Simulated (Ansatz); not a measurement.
IIn, triplet, at a GFN2-xTB geometry (such geometries of metal compounds can be far from the true shape) (the spin is typed, not shown lowest) (all electrons, no relativity), with bond 2-1 at 1.8 times its length.

Ansatz (a first-principles code) was given this input:
Ansatz 0.2 input:
```yaml
crystal:
  periodic: [false, false, false]
  atoms:
    - {symbol: In, position_ang: [-0.00000000, -0.00000000, -1.50442166]}
    - {symbol: I, position_ang: [0.00000000, 0.00000000, 3.70712207]}
basis:
  gaussian:
    orbitals: 3-21G.json
hamiltonian:
  xc: hf
magnetization: {spin_polarized: true, initial_magnetization: 2}
```
The basis file holds 3-21G in the JSON format of the Basis Set Exchange.

### Question
Predict the <S^2> from HF/3-21G run with Ansatz.

### Answer
2.001

### Question
What is the computed number of basis functions (HF/3-21G)?

### Answer
66

### Question
Estimate the total energy that HF/3-21G returns for this input.

### Answer
-12602.920093 Ha
